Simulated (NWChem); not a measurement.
Molecule: C₂H₄O₃S; SMILES S(=O)(O)(C=C)=O

```xyz
10

C      0.0347    -2.3140     0.0190
C      0.7343    -1.1753    -0.0565
S     -0.1082     0.3940    -0.1154
O     -1.5539     0.1757    -0.0047
O      0.4971     1.2077    -1.1872
O      0.4125     1.0520     1.3223
H     -1.0647    -2.2865     0.0827
H      0.5423    -3.2911     0.0178
H      1.8297    -1.0931    -0.1305
H      0.9647     1.8201     1.0591
```
Atoms are numbered in this order, from 1.

Computed with NWChem. Pople sets run with spherical d functions. All runs use the structure optimised with PBE-D3(BJ)/def2-SVP.

### Question
Taking Hartree-Fock/6-311++G** as the yardstick, which of these has the fewest basis functions while keeping “dipole (D)” within 0.1 D of it: Hartree-Fock/6-31+G*; Hartree-Fock/3-21G; Hartree-Fock/STO-3G; Hartree-Fock/6-31G*; Hartree-Fock/6-311G**?

### Answer
Hartree-Fock/6-31+G*.
```tsv
level	basis functions	dipole (D)	relative time (rough)
Hartree-Fock/STO-3G	38	3.32	1
Hartree-Fock/3-21G	66	4.57	1
Hartree-Fock/6-31G*	96	4.23	4
Hartree-Fock/6-31+G*	120	4.29	10
Hartree-Fock/6-311G**	140	4.43	10
Hartree-Fock/6-311++G**	168	4.37	20
```

The yardstick is one finite set, not the basis-set limit.
